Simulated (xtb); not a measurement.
Ge(H)2(Me)(vinyl) (C3H8Ge), SMILES C=[CH][GeH2][CH3]. All values are semi-empirical tight-binding results from xtb (GFN2-xTB unless named), good for trends rather than for accurate numbers. The structure is a stationary point at GFN2-xTB. The structure was generated by enumeration, and PubChem lists no compound with its InChIKey, so it may never have been made. The values are those of a single conformer.

Optimised geometry:

```xyz
12

Ge     0.4308     0.4806     0.0000
C     -1.3759     1.2557     0.0000
C      0.4032    -1.4711     0.0000
C     -0.6982    -2.2038     0.0000
H      1.2123     0.9604    -1.1957
H      1.2123     0.9604     1.1957
H     -1.9284     0.9388     0.8812
H     -1.3340     2.3414     0.0000
H     -1.9284     0.9388    -0.8812
H      1.3639    -1.9712     0.0000
H     -1.6774    -1.7492     0.0000
H     -0.6815    -3.2838     0.0000
```
Charge 0, spin multiplicity 1.

For metal compounds this method's bond lengths and energies can be far off.

| Item | Value |
|---|---|
| point group as xtb finds it | Cs |
| orbital gap | 4.92 eV |
| zero-point energy | 57.3 kcal/mol |
| G − E(el) at 298.15 K (modified RRHO) | 37.9 kcal/mol |

Problem. Give the atomic charges and the Wiberg bond orders between heavy atoms. (The exact figures need the calculation; the answer reports its results.)

Solution. charges (e) Ge1 0.11, C2 -0.14, C3 -0.07, C4 -0.07, H5 -0.03, H6 -0.03, H7 0.04, H8 0.04, H9 0.04, H10 0.04, H11 0.04, H12 0.03. Bond orders Ge1–C2 0.93, Ge1–C3 0.90, C3–C4 1.98.
